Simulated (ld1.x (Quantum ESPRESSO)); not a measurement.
u(r) = r·R(r): atom against pseudo-atom (S)

Columns: radius, all-electron u(r) and pseudo u(r) of the 3p shell (level -7.12 eV) of sulfur in the configuration [Ne] 3s2 3p4; LDA (PZ), non-relativistic, PAW scheme, ld1.x (Quantum ESPRESSO) 7.5.

```csv
r (bohr),all-electron,pseudo
0.088,0.1382,-0.0071
0.175,0.2862,-0.0275
0.262,0.3347,-0.0604
0.350,0.2959,-0.1045
0.438,0.2018,-0.1574
0.525,0.0816,-0.2159
0.612,-0.0471,-0.2782
0.700,-0.1741,-0.3425
0.788,-0.2909,-0.4061
0.875,-0.3927,-0.4664
0.962,-0.4796,-0.5225
1.050,-0.5522,-0.5740
1.138,-0.6103,-0.6192
1.225,-0.6544,-0.6569
1.312,-0.6867,-0.6870
1.400,-0.7088,-0.7088
1.487,-0.7216,-0.7216
1.575,-0.7268,-0.7268
1.662,-0.7255,-0.7255
1.750,-0.7188,-0.7188
1.838,-0.7078,-0.7078
1.925,-0.6935,-0.6935
2.012,-0.6764,-0.6764
2.100,-0.6571,-0.6571
2.188,-0.6362,-0.6362
2.275,-0.6145,-0.6145
```

Question: How many radial nodes do the two functions have?

Answer: The all-electron 3p function has n − l − 1 = 1; the pseudo-wave has 0, since the states of the same l below it are removed with the core.

Question: At about which radius was the pseudo-wave matched?

Answer: 1.40 bohr. The columns agree to 0.0005 from 1.31 bohr on; several derivatives are matched, so the curves merge somewhat inside the radius.

Question: Where does each function peak?

Answer: Outermost all-electron maximum near 1.57 bohr, pseudo maximum near 1.57 bohr (to the table’s step).

Question: Is the pseudo-wave norm-conserving?

Answer: No, it belongs to a PAW set: the norm inside the radius is not constrained, and the difference is carried by the augmentation charge.
